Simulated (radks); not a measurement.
Values are calculated unless marked as measured or tabulated.
Ionisation of Tb2+, [Xe] 4f9, to Tb3+, [Xe] 4f8, under several functionals. Dirac Kohn-Sham, spin-unpolarised, spherical densities, finite nucleus; open shells fill j = l - 1/2 first; a radial shooting solver on a logarithmic mesh with Libxc functionals.

| functional | E(Tb2+) (hartree) | Exc (hartree) | IE (eV) | -e(HOMO) (eV) | <r> HOMO (bohr) | IE error (eV) |
|---|---|---|---|---|---|---|
| RPBE | -11717.7787 | -257.3784 | 24.661 | 16.264 | 0.9052 | +2.841 |
| BLYP | -11718.1870 | -257.7768 | 24.571 | 16.199 | 0.9068 | +2.751 |
| LDA (Slater exchange, Perdew-Wang correlation) | -11709.6027 | -249.1232 | 25.049 | 16.627 | 0.9031 | +3.229 |
| PBE | -11717.3542 | -256.9491 | 24.726 | 16.324 | 0.9047 | +2.906 |

NIST Atomic Spectra Database: 21.82 eV (semi-empirical). Closest: BLYP. The Delta-SCF values span 0.48 eV, the total energies 8.58 hartree. The highest occupied level is 4f7/2. Spin polarisation and multiplet splitting are left out, so open shells lie too high by an amount that depends on their filling.

Beside tabulated values, note that spin-unpolarised runs miss the spin-polarisation part of the exchange energy of open shells.
